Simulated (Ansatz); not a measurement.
Computed with Ansatz on PBE0-D4/def2-TZVP structures; ΔE is electronic, products minus reactants. CCSD(T)/CBS adds triple-zeta CCSD(T) − MP2 to the extrapolated MP2 energy (def2 sets, frozen cores). DFT in def2-TZVPP. For Ti outer-core shells are correlated without core-valence functions, which leaves a few kJ/mol of doubt a bond. Scalar relativity is left out up to krypton. Each species was taken in one conformer, which may not be the lowest.

Consider the formal exchange of groups at a Ti–S bond: `[SH][Ti]([SH])([SH])[Cl]` + `C=CCCl` → `[SH][Ti]([SH])([Cl])[Cl]` + `C=CCS`.

`[SH][Ti]([SH])([SH])[Cl]`:

```xyz
8

S    -1.624   -1.054   -1.189
Ti    0.227   -0.173   -0.246
S    -0.511    1.736    0.730
S     0.851   -1.675    1.329
Cl    1.844    0.186   -1.670
H    -1.610   -0.084   -2.128
H     0.764    2.129    0.940
H     0.059   -1.066    2.234
```

`C=CCCl`:

Z-matrix (Å, degrees):
```
C
C 1 1.483
Cl 1 1.795 2 111.0
H 1 1.089 2 111.7 3 -119.4
H 1 1.090 2 111.8 3 117.6
C 2 1.325 1 123.4 3 119.5
H 2 1.087 1 116.1 3 -60.9
H 6 1.083 2 121.5 1 178.8
H 6 1.085 2 121.4 1 -1.1
```

`[SH][Ti]([SH])([Cl])[Cl]`:

Z-matrix (Å, degrees):
```
Ti
S 1 2.259
Cl 1 2.174 2 110.8
S 1 2.252 2 103.0 3 115.3
Cl 1 2.181 2 109.5 3 -125.2
H 2 1.351 1 90.9 3 70.3
H 4 1.350 1 89.2 2 79.6
```

`C=CCS`:

Cartesian coordinates in Å:
```
C 0.144 1.377 -0.948
C 0.281 0.120 -0.550
C -0.588 -0.540 0.461
S 0.304 -1.027 1.973
H -0.634 2.017 -0.544
H 0.806 1.812 -1.687
H 1.076 -0.493 -0.969
H -1.369 0.142 0.804
H -1.079 -1.426 0.052
H 1.060 -1.982 1.408
```

```csv
level,ΔE (kJ/mol)
PBE0,-61.7
SCS-MP2/def2-TZVPP,-60.3
```

Problem. What does CCSD(T)/CBS give? (An estimate is asked.)

Solution. The calculation gave: -60.8 kJ/mol. The listed levels differ from it by -0.9, 0.5 kJ/mol.

Largest T1 diagnostic among the species: 0.028, so the coupled-cluster value is less sure than usual.

In def2-TZVPP, CCSD(T) changes the Hartree–Fock value by +11.1 kJ/mol (the triples alone add +3.4 kJ/mol) and MP2 by +12.7 kJ/mol.
